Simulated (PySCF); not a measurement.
**Mg (magnesium, neutral) across methods**

[Ne] 3s1 3p1, high-spin 3P determinant (an excited configuration). All numbers are calculated (PySCF 2.14, no relativity, point nucleus, in aug-cc-pCVQZ (10s9p7d5f3g, 134 functions)).

| method | E (hartree) | mean ε 2p β (eV) | mean ε 3s α (eV) | mean ε 3p α (eV) | Σ⟨r²⟩ (bohr²) | ⟨S²⟩ |
| --- | --- | --- | --- | --- | --- | --- |
| PBE0 | -199.8775 | -52.253 | -6.904 | -3.172 | 34.81 | 2.000 |
| PBE | -199.8584 | -48.178 | -5.996 | -2.490 | 35.16 | 2.000 |
| wB97X-V | -199.9406 | -54.508 | -8.974 | -4.855 | 34.80 | 2.000 |
| MN15 | -199.9025 | -53.568 | -7.137 | -2.816 | 39.16 | 2.000 |
| LDA | -199.0374 | -48.342 | -6.101 | -2.445 | 35.35 | 2.000 |
| PBEsol | -199.4220 | -48.110 | -5.985 | -2.438 | 35.18 | 2.000 |
| r2SCAN | -199.9561 | -49.591 | -6.173 | -2.569 | 34.74 | 2.000 |
| UHF | -199.54849 | -63.440 | -9.281 | -5.009 | 35.16 | 2.000 |
